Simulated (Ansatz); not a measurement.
`N#[C][GaH][F]` + HCl → `N#[C][GaH][Cl]` + H–F at 500 K and 1 bar (ligand exchange at a Ga–F bond).

Calculated with Ansatz (gas phase, PBE0-D4/def2-TZVP geometries, no zero-point term in ΔE). CCSD(T)/CBS adds triple-zeta CCSD(T) − MP2 to the extrapolated MP2 energy (def2 sets, frozen cores). This one scheme is used for every species. For Ga outer-core shells are correlated without core-valence functions, which leaves a few kJ/mol of doubt a bond. Scalar relativity is left out up to krypton.

```json
{"species": "`N#[C][GaH][F]`", "CCSD(T)/CBS energy (Eh)": "-2117.11015", "H − E (kJ/mol)": "76.3", "S (J/(mol·K))": "352.3"}
{"species": "HCl", "CCSD(T)/CBS energy (Eh)": "-460.38127", "H − E (kJ/mol)": "32.5", "S (J/(mol·K))": "201.9"}
{"species": "`N#[C][GaH][Cl]`", "CCSD(T)/CBS energy (Eh)": "-2477.10934", "H − E (kJ/mol)": "75.4", "S (J/(mol·K))": "364.5"}
{"species": "H–F", "CCSD(T)/CBS energy (Eh)": "-100.39570", "H − E (kJ/mol)": "39.4", "S (J/(mol·K))": "188.7"}
```

H − E and S are ideal-gas, rigid-rotor, harmonic terms from PBE0-D4/def2-TZVP. 1 Eh = 2625.50 kJ/mol, R = 8.31446 J/(mol·K).

Task: By hand: ΔE, ΔH, ΔS and ΔG.

Result: ΔE = (-2477.10934) + (-100.39570) − (-2117.11015) − (-460.38127) = -0.01362 Eh = -35.8 kJ/mol. Δ(H − E) = 75.4 + 39.4 − 76.3 − 32.5 = 6.0, so ΔH = -29.8 kJ/mol. ΔS = 364.5 + 188.7 − 352.3 − 201.9 = -1.0 J/(mol·K). ΔG = -29.8 − 500 × (-1.0)/1000 = -29.3 kJ/mol.

Task: By hand: the equilibrium constant, and the temperature at which ΔG would vanish if ΔH and ΔS stayed fixed.

Result: log₁₀ K = −ΔG/(RT ln 10) = 3.1. ΔG = 0 at ΔH/ΔS = 29800 K, far beyond where these terms or the molecules hold.

The number of gas molecules stays the same, so ΔS is small and ΔH decides. A doubt of 5 kJ/mol in ΔE shifts log₁₀ K by 0.5 here. These are equilibria of isolated gas molecules and say nothing of rates. Largest T1 diagnostic: 0.015 (customary marks: 0.02 for closed shells, 0.045 for open ones).
